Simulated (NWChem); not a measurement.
# C₃H₄O₂Si; SMILES C#C[SiH2]C(=O)O

```xyz
10

C      0.9591     2.7469     0.1753
C      0.1998     1.8023     0.0668
Si    -0.9427     0.3839    -0.0961
C     -0.0604    -1.3163     0.1195
O     -0.6821    -2.3442     0.0359
O      1.2524    -1.2738     0.3618
H      1.6332     3.5800     0.2719
H     -1.9986     0.4432     0.9514
H     -1.5609     0.3658    -1.4499
H      1.5527    -2.1966     0.4460
```
Atoms are numbered in this order, from 1.

Geometry: optimised at PBE0/def2-SVP.

Task: Give the principal values of the shielding tensors (ppm) of C1, C2, Si3, C4, O5 from Hartree-Fock/6-31G* (spherical d), GIAO (NWChem), with their diamagnetic and paramagnetic parts as GIAO splits them.

Result: 
| atom | σ11 | σ22 | σ33 | isotropic | diamagnetic | paramagnetic |
|---|---|---|---|---|---|---|
| C1 | 24.6 | 24.7 | 248.3 | 99.2 | 273.3 | -174.1 |
| C2 | 42.7 | 45.9 | 297.1 | 128.6 | 259.9 | -131.4 |
| Si3 | 493.8 | 502.9 | 527.6 | 508.1 | 880.8 | -372.7 |
| C4 | -89.2 | 45.9 | 112.8 | 23.2 | 247.9 | -224.8 |
| O5 | -464.1 | -208.4 | 307.3 | -121.7 | 398.6 | -520.4 |
